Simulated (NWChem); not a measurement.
System: CuNH3I; SMILES [Cu](<-[NH3])[I]

Input file for NWChem:

```
start job
memory heap 200 mb stack 900 mb global 1100 mb
geometry units angstroms
  Cu     0.506791    -0.852228    -0.878299
  I     -0.427856     0.718320     0.741805
  N      1.273462    -2.133110    -2.209163
  H      0.967851    -1.884537    -3.147184
  H      0.964066    -3.079936    -2.002105
  H      2.289880    -2.103962    -2.175443
end
basis spherical
  * library def2-svp
end
ecp
  I library def2-ecp
end
dft
  xc pbe0
  iterations 150
end
driver
  maxiter 120
end
task dft optimize
dft
  grid fine
  convergence energy 1d-8 density 1d-7
end
task dft freq numerical
```

def2 effective core potentials on I; no spin-orbit coupling.

The level has its own optimisation; frequencies are unscaled.

### Question
Predict the main results of this run. (PBE0/def2-SVP with def2 effective core potentials on I.) Quantities: r Cu–I (Å); r Cu–N (Å); r H–N (Å); highest harmonic frequency (cm⁻¹); lowest (cm⁻¹); zero-point energy (kcal/mol).

### Answer
* **r Cu–I (Å)**: 2.396
* **r Cu–N (Å)**: 1.960
* **r H–N (Å)**: 1.021
* **highest harmonic frequency (cm⁻¹)**: 3610
* **lowest (cm⁻¹)**: 92
* **zero-point energy (kcal/mol)**: 24.6
